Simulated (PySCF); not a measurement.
C4H11NSi, SMILES CC/N=C(\C)[SiH3].

Geometry: r2SCAN-D4/def2-SVP. The structure was generated by enumeration; whether it is a known compound was not checked. One conformer was computed; it need not be the lowest.

Computed with r2SCAN-D4/def2-SVP in PySCF.

Frequencies are harmonic and unscaled.

| mode | ν (cm⁻¹) | IR (km/mol) | moving atoms (share of kinetic energy) |
|---|---|---|---|
| 1 | 47 | 0.2 | C 43 %, H 43 %, N 14 % |
| 2 | 72 | 0.0 | H 93 % |
| 3 | 131 | 1.1 | H 93 % |
| 4 | 147 | 0.3 | C 42 %, H 26 %, Si 22 %, N 10 % |
| 5 | 172 | 1.0 | H 63 %, N 21 %, C 12 % |
| 6 | 259 | 0.6 | C 54 %, H 34 %, N 8 % |
| 7 | 268 | 0.6 | H 75 %, C 20 % |
| 8 | 384 | 11.2 | C 54 %, H 32 %, N 10 % |
| 9 | 403 | 1.8 | Si 45 %, C 29 %, H 16 %, N 9 % |
| 10 | 468 | 8.4 | H 44 %, N 30 %, C 25 % |
| 11 | 634 | 32.4 | H 79 %, Si 13 % |
| 12 | 643 | 35.5 | H 72 %, C 18 %, Si 9 % |
| 13 | 705 | 2.6 | C 41 %, H 30 %, N 23 % |
| 14 | 775 | 0.0 | H 85 %, C 12 % |
| 15 | 883 | 8.1 | H 41 %, C 36 %, N 23 % |
| 16 | 904 | 263.0 | H 86 %, Si 9 % |
| 17 | 930 | 38.0 | H 94 % |
| 18 | 944 | 46.2 | H 97 % |
| 19 | 972 | 0.2 | H 65 %, C 35 % |
| 20 | 995 | 4.2 | H 49 %, C 42 %, N 9 % |
| 21 | 1064 | 5.1 | C 43 %, H 35 %, N 22 % |
| 22 | 1100 | 0.2 | C 62 %, H 37 % |
| 23 | 1101 | 6.8 | H 61 %, C 34 % |
| 24 | 1166 | 18.0 | C 67 %, H 25 % |
| 25 | 1284 | 1.3 | H 87 %, C 11 % |
| 26 | 1344 | 24.5 | H 74 %, C 26 % |
| 27 | 1355 | 17.7 | H 80 %, C 20 % |
| 28 | 1391 | 24.5 | H 72 %, C 27 % |
| 29 | 1422 | 2.6 | H 91 %, C 8 % |
| 30 | 1446 | 21.0 | H 92 % |
| 31 | 1447 | 9.1 | H 96 % |
| 32 | 1459 | 9.1 | H 97 % |
| 33 | 1475 | 4.7 | H 96 % |
| 34 | 1678 | 42.5 | C 55 %, N 44 % |
| 35 | 2200 | 118.1 | H 96 % |
| 36 | 2201 | 100.1 | H 98 % |
| 37 | 2260 | 82.3 | H 96 % |
| 38 | 2964 | 33.0 | H 95 % |
| 39 | 3011 | 27.4 | H 91 %, C 9 % |
| 40 | 3016 | 4.8 | H 97 % |
| 41 | 3040 | 28.5 | H 97 % |
| 42 | 3099 | 4.6 | H 91 %, C 9 % |
| 43 | 3136 | 10.3 | H 91 %, C 9 % |
| 44 | 3142 | 19.8 | H 90 %, C 10 % |
| 45 | 3143 | 18.3 | H 90 %, C 10 % |
